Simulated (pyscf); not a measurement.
**`[SiH3][PH][PH2]`, singlet**

Gas-phase minimum from PySCF at ωB97X-D3(BJ)/def2-SVP, one conformer. 

```xyz
9

Si    -1.0751    -1.6360    -1.2357
P     -0.6402    -0.6488     0.7346
P      1.3947     0.0961     0.2836
H     -1.1875    -0.5460    -2.2466
H      0.0199    -2.5648    -1.6419
H     -2.3622    -2.3874    -1.1695
H     -0.2204    -1.8306     1.4060
H      0.9401     1.2703    -0.3781
H      1.6671    -0.6025    -0.9301
```

Bonds (Å): Si1–P2 2.246, Si1–H4 1.491, Si1–H5 1.492, Si1–H6 1.492, P2–P3 2.213, P2–H7 1.423, P3–H8 1.422, P3–H9 1.427. Bond angles (°): P2–Si1–H4 106.7, P2–Si1–H5 111.7, P2–Si1–H6 110.5, H4–Si1–H5 109.0, H4–Si1–H6 109.5, H5–Si1–H6 109.4, Si1–P2–P3 98.5, Si1–P2–H7 96.1, P3–P2–H7 96.0, P2–P3–H8 94.5, P2–P3–H9 100.6, H8–P3–H9 94.0.

Properties at ωB97X-D3(BJ)/def2-SVP:

```yaml
harmonic_wavenumbers_unscaled: 127, 141, 180, 452, 497, 502, 601, 654, 767, 817, 908, 923, 952, 962, 1128, 2247, 2256, 2263, 2426, 2454, 2467 cm⁻¹
zero_point_energy: 33.9 kcal/mol
rotational_symmetry_number: 1
Entropy of this conformer at 298 K and 1 atm, rigid rotor and harmonic oscillator, modes under 100 cm⁻¹ raised to 100: 326.0 J/(mol K)
dipole_moment: 1.13 D
```

Single-point totals, which compare only within one level (frozen core for MP2 and CC):

```csv
level,total energy (hartree)
ωB97X-D3(BJ)/def2-TZVP,-975.90884
PBE/def2-TZVP,-975.35289
r²SCAN/def2-TZVP,-975.74881
B3LYP-D3(BJ)/def2-TZVP,-975.91319
PBE0-D3(BJ)/def2-TZVP,-975.45462
M06-2X/def2-TZVP,-975.75624
ωB97M-D3(BJ)/def2-TZVP,-975.96004
HF/def2-TZVPP,-973.93299
MP2/def2-TZVPP,-974.37801
CCSD/def2-TZVPP,-974.43888
CCSD(T)/def2-TZVPP,-974.46064
```

Soft torsions are taken as harmonic, which can shift the entropy by several J/(mol K). The CCSD(T) − MP2 part came from Ansatz, without density fitting, on the same reference.
